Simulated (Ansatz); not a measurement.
A nudged elastic band was laid between two geometries of C₂H₄SSeSi (9 atoms, charge 0, multiplicity 1).

All numbers below come from RKS PBE/def2-SVP in Ansatz 0.2.0.

```
movable images  : 5
climbing image  : yes
spring          : 5.0 eV/Å²
optimiser       : quadratic models (default)
start path      : IDPP
force threshold : 0.03 eV/Å
iteration limit : 60
end points      : relaxed
```

First end point:

```xyz
9
Properties=species:S:1:pos:R:3
S 0.461 2.233 -0.168
C 0.304 0.474 -0.176
C 1.249 -0.397 -0.634
Se 0.757 -2.243 -0.247
Si -0.853 -0.785 0.604
H -0.857 2.515 -0.378
H 2.206 -0.168 -1.137
H -2.231 -0.920 0.016
H -0.947 -0.756 2.103
```

Last end point:

```xyz
9
Properties=species:S:1:pos:R:3
S 0.208 2.171 -0.681
C 0.282 0.469 -0.220
C 1.303 -0.384 -0.525
Se 0.869 -2.216 -0.021
Si -0.922 -0.802 0.464
H -0.464 2.611 0.421
H 2.264 -0.153 -1.019
H -2.159 -1.048 -0.353
H -1.294 -0.694 1.917
```

Q: What changes between the two ends?

A: No bond is made or broken. The dihedral H6–S1–C2–Si5 goes from -46 to 46°. The two ends are copies of one structure, up to a mirror image or an exchange of like atoms.

Q: What energy profile does the band end with?

A: The run converged. The highest image is number 3 of 0 to 6, 1.1 kJ/mol above the ends, which have the same energy within 2 meV. A vibrational analysis at the climbing image gives one clearly imaginary mode, 122i cm⁻¹: a first-order saddle point.

```csv
image,path coordinate (Å),energy (kJ/mol),dihedral H6–S1–C2–Si5 (°)
0,0.00,0.0,-46
1,0.22,0.3,-33
2,0.45,0.8,-17
3,0.67,1.1,0
4,0.89,0.8,17
5,1.12,0.3,33
6,1.34,0.0,46
```

Q: What is the geometry of the highest image?

A: 
```xyz
9
Properties=species:S:1:pos:R:3
S 0.376 2.222 -0.446
C 0.334 0.474 -0.213
C 1.314 -0.408 -0.564
Se 0.817 -2.242 -0.106
Si -0.875 -0.768 0.506
H -0.846 2.479 0.095
H 2.287 -0.206 -1.045
H -2.177 -0.933 -0.226
H -1.142 -0.663 1.982
```

Q: What are the harmonic wavenumbers there?

A: 122i, 158, 200, 267, 299, 368, 508, 517, 617, 645, 720, 790, 901, 922, 971, 1152, 1518, 2162, 2176, 2619, 3100 cm⁻¹.

Run time: 64 s on 2 threads of Arm Neoverse V2 (shared host), peak memory 0.16 GiB.
